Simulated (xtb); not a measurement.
Species: [Ga(F)3(N(CH3)3)] (charge 0, multiplicity 1).

Give a relaxed geometry from GFN2-xTB (xtb).

the end point of this relaxation.
Z-matrix (Å, degrees):
```
N
C 1 1.4609
H 2 1.0909 1 109.21
H 2 1.0909 3 108.23 1 -118.81
H 2 1.0942 3 109.61 4 -119.50
C 1 1.4609 2 110.15 3 -178.43
H 6 1.0909 1 109.21 2 59.86
H 6 1.0909 7 108.23 1 -118.81
H 6 1.0942 7 109.60 8 -119.50
C 1 1.4609 2 110.15 3 59.86
H 10 1.0909 1 109.21 2 -178.43
H 10 1.0909 11 108.23 1 -118.81
H 10 1.0942 11 109.61 12 -119.50
Ga 1 2.0890 2 108.78 3 -59.28
F 14 1.7444 1 100.32 2 -59.67
F 14 1.7444 15 116.86 4 133.19
F 14 1.7444 15 116.86 4 -81.27
```
